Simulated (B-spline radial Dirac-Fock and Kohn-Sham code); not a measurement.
## How the levels of potassium move as electrons are removed

These are calculated numbers from a B-spline atomic structure program; the model is ΔSCF Dirac-Fock with Breit, self-energy and vacuum polarisation, finite nucleus, configuration average. Each ion is free and in its tabulated ground configuration. No correlation.

Reference: K⁵⁺, [Ne] 3s2 3p2, with 1s 3711.5 eV, 2s 477.6 eV, 2p1/2 394.5 eV, 2p3/2 391.8 eV, 3s 115.6 eV. Shifts from it, in eV (a dash: the subshell is empty, belongs to an open shell averaged over j, or its hole state is left out as unreliable):

```csv
ion,configuration,1s,2s,2p1/2,2p3/2,3s
K⁶⁺,[Ne] 3s2 3p1,?,?,?,?,?
K⁷⁺,[Ne] 3s2,+57.3,+52.0,+52.3,+52.2,+37.1
K⁸⁺,[Ne] 3s1,–,–,+80.7,+80.6,+59.7
K⁹⁺,[He] 2s2 2p6,+120.4,+108.0,+110.3,+110.2,–
```

Problem. Give the missing shifts for K⁶⁺.

Solution. 1s +27.7, 2s +25.2, 2p1/2 +25.4, 2p3/2 +25.3, 3s +18.1 (eV).
